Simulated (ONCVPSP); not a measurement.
## tin: ONCV pseudisation with PBE, fully relativistic reference atom.

- Element: Sn (Z = 50)
- Generator: ONCVPSP 4.0.1
- Type: optimised norm-conserving Vanderbilt (ONCV)
- Functional: PBE
- Relativity: fully relativistic
- Frozen core: [Ar] 3d10
- Valence charge: 22
- Reference configuration: 4s2 4p6 4d10 5s2 5p1 (charge +1)
- Partial waves: 4s+5s: rc 1.35 bohr, ncon 4, nbas 8, qcut 11.6 1/bohr, 2 projectors; 4p+5p: rc 1.30 bohr, ncon 3, nbas 8, qcut 11.7 1/bohr, 3 projectors, debl 2.7 Ha; 4d: rc 1.00 bohr, ncon 4, nbas 9, qcut 9.3 1/bohr, local; f scattering state at 0.39 Ha: rc 1.00 bohr, ncon 4, nbas 8, qcut 10 1/bohr, 2 projectors, debl 0.9 Ha
- Local potential: the d channel
- Core correction: Teter function, fcfact 3.75, rcfact 1.65

Open shells are filled in proportion to 2j + 1.

All-electron outer shells of the reference configuration (PBE, scalar-relativistic, ld1.x):

```
shell  level (eV)  outermost node (bohr)  outermost maximum (bohr)
   3p     -706.82                   0.14                      0.30
   3d     -481.43                      –                      0.25
   4s     -141.92                   0.40                      0.74
   4p      -97.69                   0.41                      0.79
   4d      -33.81                   0.39                      0.88
   5s      -17.81                   0.98                      1.99
   5p      -10.25                   1.08                      2.43
```

Problem. Does the generator finish with these settings?

Solution. Yes, a potential is produced.

Problem. Estimate the cutoffs (Ha) at which the residual kinetic energy of the hardest occupied pseudo-wave falls to 1 and 0.1 mHa per electron.

Solution. 44 Ha and 173 Ha. The cutoffs count occupied waves only; projector 2 of the f channel, the hardest unoccupied one, needs 141 Ha at the loose tolerance.

Problem. What does a ghost test show?

Solution. No bound ghost flagged; GHOST(+) flagged for s at 462.9 eV.

Problem. Tests: 4s2 4p6 4d10 5s2 5p2; 4s2 4p6 4d10 5s2 5p0; 4s2 4p6 4d10 5s1 5p0; 4s2 4p5 4d10 5s2 5p2. Which has the largest error in its energy relative to the reference configuration, and how large is it?

Solution. 4s2 4p5 4d10 5s2 5p2, with -31 meV (all-electron minus pseudo) on +90.82 eV.
